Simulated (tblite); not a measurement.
C5H8O4.
Numbering: `[CH3:1][C:2](=[O:3])[O:4][CH:5]1[O:6][CH2:7][CH2:8][O:9]1` (hydrogens: H10, H11, H12 on C1; H13 on C5; H14, H15 on C7; H16, H17 on C8)

Computed with GFN2-xTB (tblite), gas phase: Langevin dynamics at 300 K from the optimised GFN2-xTB geometry, time step 0.5 fs, friction 0.01 fs⁻¹, 2000 steps.

Start geometry:
```
atom  x, y, z in Å
C1      2.782   -1.014    0.416
C2      1.874   -0.068   -0.317
O3      2.202    0.670   -1.202
O4      0.619   -0.150    0.170
C5     -0.383    0.702   -0.392
O6     -0.885    1.528    0.587
C7     -1.907    0.794    1.249
C8     -2.287   -0.304    0.233
O9     -1.421   -0.064   -0.868
H10     3.026   -0.580    1.384
H11     3.696   -1.156   -0.153
H12     2.278   -1.962    0.582
H13     0.071    1.289   -1.199
H14    -1.523    0.367    2.180
H15    -2.721    1.487    1.464
H16    -2.115   -1.307    0.637
H17    -3.312   -0.221   -0.132
```

The statistics below take the 31 frames saved every 25 fs from 250 to 1000 fs; their kinetic temperature (all 3N coordinates) averages 286 K.

**Question.** How do the bond lengths spread?

**Answer.** 
```csv
bond,start (Å),mean (Å),standard deviation (Å),shortest (Å),longest (Å)
C1–C2,1.503,1.510,0.038,1.430,1.601
C2=O3,1.198,1.199,0.016,1.157,1.238
C2–O4,1.349,1.355,0.031,1.286,1.438
O4–C5,1.430,1.430,0.025,1.371,1.478
C5–O6,1.375,1.385,0.027,1.330,1.441
O6–C7,1.422,1.431,0.030,1.360,1.487
C7–C8,1.544,1.543,0.033,1.460,1.597
C8–O9,1.422,1.426,0.034,1.372,1.503
C5–O9,1.375,1.375,0.024,1.332,1.429
C1–H10,1.088,1.088,0.026,1.041,1.136
C1–H11,1.086,1.088,0.032,1.031,1.156
C1–H12,1.086,1.089,0.026,1.052,1.136
C5–H13,1.096,1.099,0.030,1.046,1.162
C7–H14,1.095,1.102,0.047,1.019,1.194
C7–H15,1.091,1.093,0.031,1.030,1.154
C8–H16,1.094,1.099,0.036,1.025,1.176
C8–H17,1.091,1.094,0.023,1.054,1.130
```

**Question.** Give the same statistics for bond angles, one of each kind among heavy atoms.

**Answer.** 
```tsv
angle	start (°)	mean (°)	standard deviation (°)	smallest (°)	largest (°)
C1–C2–O3	125.6	125.5	3.0	117.4	131.5
C1–C2–O4	110.4	110.3	2.6	105.2	116.4
O3–C2–O4	124.0	123.7	2.9	117.5	131.8
C2–O4–C5	118.3	118.0	3.3	113.0	125.3
O4–C5–O6	109.5	108.2	3.2	102.9	117.1
O6–C5–O9	107.8	108.1	2.5	103.5	111.9
C5–O6–C7	106.5	106.3	2.6	100.6	110.8
O6–C7–C8	103.8	103.1	2.3	96.3	107.0
```

**Question.** How far does each atom move about its mean position (frames aligned on the start, all atoms weighted alike), and what rms force does it feel?

**Answer.** 
```json
{"atom": "C1", "rms displacement (Å)": "0.16", "rms force (eV/Å)": "1.91"}
{"atom": "C2", "rms displacement (Å)": "0.19", "rms force (eV/Å)": "2.12"}
{"atom": "O3", "rms displacement (Å)": "0.50", "rms force (eV/Å)": "1.50"}
{"atom": "O4", "rms displacement (Å)": "0.22", "rms force (eV/Å)": "1.40"}
{"atom": "C5", "rms displacement (Å)": "0.15", "rms force (eV/Å)": "1.68"}
{"atom": "O6", "rms displacement (Å)": "0.17", "rms force (eV/Å)": "1.38"}
{"atom": "C7", "rms displacement (Å)": "0.20", "rms force (eV/Å)": "2.14"}
{"atom": "C8", "rms displacement (Å)": "0.12", "rms force (eV/Å)": "1.95"}
{"atom": "O9", "rms displacement (Å)": "0.18", "rms force (eV/Å)": "1.46"}
{"atom": "H10", "rms displacement (Å)": "0.78", "rms force (eV/Å)": "0.92"}
{"atom": "H11", "rms displacement (Å)": "0.90", "rms force (eV/Å)": "1.10"}
{"atom": "H12", "rms displacement (Å)": "0.87", "rms force (eV/Å)": "0.85"}
{"atom": "H13", "rms displacement (Å)": "0.21", "rms force (eV/Å)": "0.97"}
{"atom": "H14", "rms displacement (Å)": "0.49", "rms force (eV/Å)": "1.45"}
{"atom": "H15", "rms displacement (Å)": "0.44", "rms force (eV/Å)": "1.07"}
{"atom": "H16", "rms displacement (Å)": "0.34", "rms force (eV/Å)": "1.13"}
{"atom": "H17", "rms displacement (Å)": "0.31", "rms force (eV/Å)": "0.92"}
```

The displacements run from 0.12 to 0.90 Å, the largest at H11.

**Question.** Follow the torsions C1–C2–O4–C5 and C2–O4–C5–O6 through every second one of these frames.

**Answer.** 
| t (fs) | C1–C2–O4–C5 (°) | C2–O4–C5–O6 (°) |
| --- | --- | --- |
| 250 | -168 | -146 |
| 300 | -179 | -144 |
| 350 | 164 | -146 |
| 400 | 164 | -145 |
| 450 | 176 | -143 |
| 500 | -179 | -143 |
| 550 | 179 | -128 |
| 600 | 170 | -125 |
| 650 | 173 | -121 |
| 700 | 162 | -123 |
| 750 | -178 | -116 |
| 800 | -160 | -126 |
| 850 | -158 | -119 |
| 900 | -174 | -108 |
| 950 | 170 | -100 |
| 1000 | 172 | -99 |

Largest departure from the start value over all these frames: C1–C2–O4–C5 23° (start 179°), C2–O4–C5–O6 34° (start -119°).

The run is classical and short, so these are rough statistics of one trajectory.

What follows is the cost of the whole dynamics run. Time: 12 s; peak memory 0.17 GiB. Hardware: Arm Neoverse V1, one thread, no GPU (shared host).
